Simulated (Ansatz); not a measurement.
Compare A (`CN[SiH](N)S`) with its isomer B (`NC(S)N[SiH3]`).

Isolated molecules relaxed with PBE0-D4/def2-TZVP in Ansatz; ΔE leaves out vibrations. CCSD(T)/CBS adds triple-zeta CCSD(T) − MP2 to the extrapolated MP2 energy (def2 sets, frozen cores). Functionals use def2-TZVPP. B3LYP here is the variant with VWN-RPA as its local correlation; programs differ in this. Each species was taken in one conformer, which may not be the lowest.

A:

Z-matrix (Å, degrees):
```
C
N 1 1.447
H 1 1.094 2 111.1
H 1 1.097 2 113.3 3 122.0
H 1 1.093 2 109.4 3 -118.1
Si 2 1.705 1 124.0 3 148.2
H 2 1.009 1 113.5 3 -59.6
S 6 2.154 2 119.6 1 81.6
N 6 1.704 2 106.0 1 -163.6
H 6 1.489 2 104.4 1 -35.8
H 8 1.342 6 93.8 2 -94.5
H 9 1.007 6 120.7 2 46.6
H 9 1.006 6 120.8 2 -162.4
```

B:

Z-matrix (Å, degrees):
```
C
S 1 1.850
N 1 1.423 2 116.4
N 1 1.440 2 108.3 3 -122.3
H 1 1.101 2 101.3 3 116.5
H 2 1.344 1 94.9 3 68.6
Si 3 1.728 1 123.5 2 73.7
H 3 1.011 1 111.2 2 -77.2
H 4 1.011 1 111.1 2 -50.2
H 4 1.014 1 109.9 2 -171.7
H 7 1.485 3 106.7 1 168.8
H 7 1.486 3 107.4 1 49.7
H 7 1.489 3 115.3 1 -70.6
```

Which isomer does CCSD(T)/CBS put lower? Give the gap. (Best estimate.)

Ansatz gave: A, by 227.7 kJ/mol.

Give E(B) − E(A) in kJ/mol with B2PLYP, MP2/def2-TZVPP, B3LYP, PBE-D4, B3LYP-D4, CCSD/def2-TZVPP, PBE0-D4. (Best estimate.)

Ansatz gave: B2PLYP 226.0, MP2/def2-TZVPP 228.5, B3LYP 223.6, PBE-D4 214.0, B3LYP-D4 222.0, CCSD/def2-TZVPP 225.1, PBE0-D4 222.3. None reverses the order clearly.

Largest T1 diagnostic: 0.011.

From PBE to PBE0 (25 % exact exchange), in def2-TZVPP and without D4, E(B) − E(A) moves by +8.1 kJ/mol. In def2-TZVPP, CCSD(T) changes the Hartree–Fock value by −10.9 kJ/mol (the triples alone add −3.4 kJ/mol) and MP2 by −4.2 kJ/mol.
